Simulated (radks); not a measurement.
The numbers below are computed, except where a source is named.
Question: Level of theory: scalar-relativistic Kohn-Sham, PBE, spin-polarised, spherical densities, finite nucleus; open shells are filled with parallel spins first (spin-orbit coupling, left out, can overturn this in heavy ions); Fermi nuclear charge, rms radius of each element as measured or else 0.836 A^(1/3) + 0.57 fm (a radial shooting solver on a logarithmic mesh with Libxc functionals). Each species is in its NIST ground configuration. Rank Pd+, Ni+, Pt+ by mean radius of the outermost orbital (bohr), largest first.

Answer: Pt+ 1.65, Pd+ 1.47, Ni+ 1.08.
